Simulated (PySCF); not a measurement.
**The third ionisation energy along the 3d series**

Calculated with PySCF 2.14 from differences of total energies of unrestricted determinants, without spin-orbit coupling. Values in eV. The last column holds reference values (NIST; (s) semi-empirical, (t) theoretical, else measured). Unmarked ones compare directly (S terms, centres of terms, or small fine structure); those marked * lie between the lowest fine-structure levels and include a spin-orbit shift.

```csv
element,configurations,UHF,MP2 (valence),SCS-MP2 (valence),reference
"Sc (pcseg-2, non-relativistic)",[Ar] 3d1 → [Ar],23.929,n/a,n/a,24.757 *
"Ti (pcseg-2, non-relativistic)",[Ar] 3d2 → [Ar] 3d1,26.674,26.785,26.711,27.492 *
"Fe (pcseg-2, non-relativistic)",[Ar] 3d6 → [Ar] 3d5,28.422,29.849,29.936,30.651 ± 0.012 *
"Co (pcseg-2, non-relativistic)",[Ar] 3d7 → [Ar] 3d6,31.328,33.017,33.040,33.5 ± 0.06 (s) *
```

Q: Fill in the row of Mn (pcseg-2, non-relativistic) ([Ar] 3d5 → [Ar] 3d4).

A: UHF 32.464; MP2 (valence) 33.238; SCS-MP2 (valence) 32.722; reference 33.668 ± 0.012 * (eV).

"Valence" correlates the outer s and p shells and, in groups 3 to 12 and the f block, the outer d or f shell, open or full, or the next shell where the ion has no valence electron left; the wider scheme adds the next inner shell.
